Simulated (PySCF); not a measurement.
Al(Cl)(NHMe)(OH) (CH₅AlClNO), SMILES [Al]([Cl])([NH]C)[OH]. Atoms are numbered in the order given.

```xyz
10

Al     0.2505    -0.1108     0.0000
Cl    -0.5753    -2.0593     0.0000
N     -0.8363     1.2899     0.0000
C     -0.4705     2.6975     0.0000
H     -1.8485     1.1392     0.0000
H     -0.8480     3.2411    -0.8970
H     -0.8480     3.2411     0.8970
H      0.6331     2.8033     0.0000
O      1.9403     0.1697     0.0000
H      2.5905    -0.5487     0.0000
```

Geometry: PBE-D3(BJ)/def2-SVP. The structure was generated by enumeration; whether it is a known compound was not checked. The values are those of a single conformer.

These are r2SCAN/def2-TZVP (PySCF) values and carry that method's errors.

Symmetry labels are those of the subgroup Cs that the program uses (full group Cs).

Problem. List the valence orbital energies around the gap with their symmetry. (Estimate from the structure and the level; the computed values follow.)

Solution. 
```tsv
orbital	symmetry	energy (eV)
HOMO−7	A"	-10.56
HOMO−6	A'	-9.98
HOMO−5	A'	-8.68
HOMO−4	A'	-8.57
HOMO−3	A"	-8.40
HOMO−2	A'	-7.95
HOMO−1	A"	-7.92
HOMO	A"	-5.83
LUMO	A'	-0.82
LUMO+1	A"	0.06
LUMO+2	A'	1.20
LUMO+3	A'	1.36
```
